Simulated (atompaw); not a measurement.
**LDA (PW92) PAW (atompaw) dataset for Pr, scalar-relativistic all-electron reference.**

The input file (atompaw 4.2.0.5):

```
Pr 59
LDA-PW scalarrelativistic loggrid 2001 logderivrange -5 5 251
6 6 5 4 0 0
6 1 0
5 2 1
4 3 2
0 0 0
c
c
c
c
v
v
c
c
c
v
v
c
c
v
v
3
2.95 2.80 2.40 2.40
n
n
y
0.55
n
y
1.5
n
custom rrkj vanderbiltortho sinc
4 -0.5 ultrasoft
2.20
2.95
2.50
2.95
2.95
2.95
1.15
1.15
PWSCFOUT
UPFDX 0.0125d0 UPFXMIN -7.d0 UPFZMESH 59.d0
END
```

Command:

```bash
atompaw < Pr.input > Pr.log
```

Output (summary file):

```
[... start of the log left out ...]
         rc =    2.9568349813652390
        irc =         1511
   rc_shape =    2.8018348965108939
    rc_vloc =    2.4000023689967422
    rc_core =    2.4000023689967422
   Vloc: Non norm-conserving form with l= 4;e=  -5.0000E-01
   Projector type: RRKJ pseudization + Vanderbilt ortho.
   Sinc^2 compensation charge shape zeroed at   2.8018E+00

 Number of basis functions     8
 No.   n  nodes  l      Energy         Cp coeff         Occ
  1    5    4    0   -0.3109207E+01 -0.4362653E+01  0.2000000E+01
  2    6    5    0   -0.2899968E+00 -0.4843809E+01  0.2000000E+01
  3    5    3    1   -0.1767821E+01 -0.3330961E+01  0.6000000E+01
  4    6    4    1   -0.1033601E+00 -0.4015625E+01  0.0000000E+00
  5    5    2    2   -0.2299356E+00 -0.9702909E+03  0.1000000E+01
  6  999    3    2    0.5500000E+00 -0.7756067E+00  0.0000000E+00
  7    4    0    3   -0.4734297E+00 -0.3219113E+01  0.2000000E+01
  8  999    1    3    0.1500000E+01 -0.1201391E+02  0.0000000E+00

 Eigenvalues of overlap operator (in the basis of projectors):
    1       -5.05501644E-01
    2        1.43203169E-02
    3        2.08020930E-02
    4        2.15613184E+00
    5        9.41119565E+00
    6        2.14342271E+01
    7        3.66132554E+02
    8        8.65583938E+04

The overlap operator has at least one negative eigenvalue!
It might be not positive definite...
Program is stopping.
This probably means that your projectors are too similar
or that your PAW basis is incomplete.
Advice: try to change your input parameters (f.i. : reference energies).
```

The run stopped because the overlap operator built from these waves and projectors is not positive definite.

The run took about 13 s on one core of a shared server CPU.
